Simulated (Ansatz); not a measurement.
The N3–H4 bond of H3NSi (SMILES N[SiH]) is stretched (multiplicity 1, the rest rigid).
Geometry at rest (charge 0, multiplicity 1):
```json
[
 {"atom": "Si", "x (Å)": "-0.2447", "y (Å)": "0.3910", "z (Å)": "0.5100"},
 {"atom": "H", "x (Å)": "-0.5860", "y (Å)": "1.4739", "z (Å)": "-0.5153"},
 {"atom": "N", "x (Å)": "0.3978", "y (Å)": "-0.6896", "z (Å)": "-0.6544"},
 {"atom": "H", "x (Å)": "0.4631", "y (Å)": "-0.5284", "z (Å)": "-1.6484"},
 {"atom": "H", "x (Å)": "0.7649", "y (Å)": "-1.5931", "z (Å)": "-0.3951"}
]
```

Correlated levels freeze the cores.

The values were computed with Ansatz (an electronic-structure program) with Gaussian orbitals. Each number belongs to the level named beside it.

FIC-MRCISD+Q on CASSCF(2,2)/cc-pV(D+d)Z, total energies (hartree):

```tsv
R (Å)	CASSCF	MRCISD	weight c² of the reference
1.009	-345.133007	-345.385020	0.90205
1.766	-345.015114	-345.262638	0.89340
3.229	-344.959725	-345.207407	0.87759
```

Q: Add the Davidson correction (E_MRCISD − E_CASSCF)(1 − c²)/c² and give the energies above the first point at the three levels.

A: 
Corrections (hartree): -0.027366, -0.029533, -0.034549. Above the first point (kcal/mol):
- R = 1.766 Å: CASSCF 74.0, MRCISD 76.8, with the correction 75.4
- R = 3.229 Å: CASSCF 108.7, MRCISD 111.5, with the correction 106.9
